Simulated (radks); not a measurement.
Species: Pr33+. Configuration: [Ar] 3d8. Calculated with a radial shooting solver on a logarithmic mesh with Libxc functionals: scalar-relativistic Kohn-Sham, r2SCAN, spin-polarised, spherical densities, finite nucleus; open shells are filled with parallel spins first (spin-orbit coupling, left out, can overturn this in heavy ions); meta-GGA in the generalised Kohn-Sham scheme; Fermi nuclear charge, rms radius 4.8919 fm. Some entries of the table are withheld. Estimate them.

orbital  occ.  eigenvalue (eV)  <r^2> (bohr^2)
1s up       1        -43273.03       0.0007897
1s down     1        -43273.02       0.0007897
2s up       1        -8117.148         0.01244
2s down     1        -8108.067         0.01242
2p up       3        -7408.688        0.009926
2p down     3        -7401.870        0.009907
3s up       1              (1)         0.07915
3s down     1              (2)         0.07937
3p up       3        -2479.916         0.07790
3p down     3        -2470.564         0.07817
3d up       5        -2180.014         0.06394
3d down     3        -2168.033         0.06428

Answer. 
(1) 3s up eigenvalue (eV): -2705.925
(2) 3s down eigenvalue (eV): -2697.111
